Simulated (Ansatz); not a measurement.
Consider the ligand exchange at the Sc–O bond: `C[O][Sc]([OH])[OH]` + silanol → `[OH][Sc]([OH])[O][SiH3]` + CH₃OH.

Program: Ansatz. Geometries: PBE0-D4/def2-TZVP. ΔE: electronic, gas phase. CBS: MP2 limit from def2 TZ/QZ plus the TZ coupled-cluster correction, frozen cores. This one scheme is used for every species. Functionals use def2-TZVPP. B3LYP here is the variant with VWN-RPA as its local correlation; programs differ in this. For Sc outer-core shells are correlated without core-valence functions, which leaves a few kJ/mol of doubt a bond. Scalar relativity is left out up to krypton. Each species was taken in one conformer, which may not be the lowest.

(1) Is it downhill or uphill in electronic energy at CCSD(T)/CBS, and by how much? (Best estimate.)

(2) What do these levels give: B3LYP-D4, CAM-B3LYP-D4, ωB97X-V, ωB97M-V, PBE-QIDH, PBE, revPBE, r2SCAN, B3LYP, CAM-B3LYP, CCSD(T)/def2-TZVPP, MP2/CBS(def2)? (Best estimate.)

Largest T1 diagnostic among the species: 0.016.

## Answers

(1) The calculation gave: Downhill: ΔE = -5.8 kcal/mol.

(2) The calculation gave: B3LYP-D4 -5.0, CAM-B3LYP-D4 -5.0, ωB97X-V -5.4, ωB97M-V -5.3, PBE-QIDH -5.6, PBE -4.0, revPBE -4.4, r2SCAN -4.8, B3LYP -4.7, CAM-B3LYP -4.8, CCSD(T)/def2-TZVPP -5.8, MP2/CBS(def2) -5.5 kcal/mol.

From PBE to PBE0 (25 % exact exchange), in def2-TZVPP and without D4, ΔE moves by −1.0 kcal/mol. Leaving LDA and LC-ωPBE aside and taking each functional with its dispersion term where it has one, the values, not all of them listed here, spread over 1.9 kcal/mol, from BHLYP-D4 to PBE-D4. LDA lies +1.0 kcal/mol from PBE without D4.
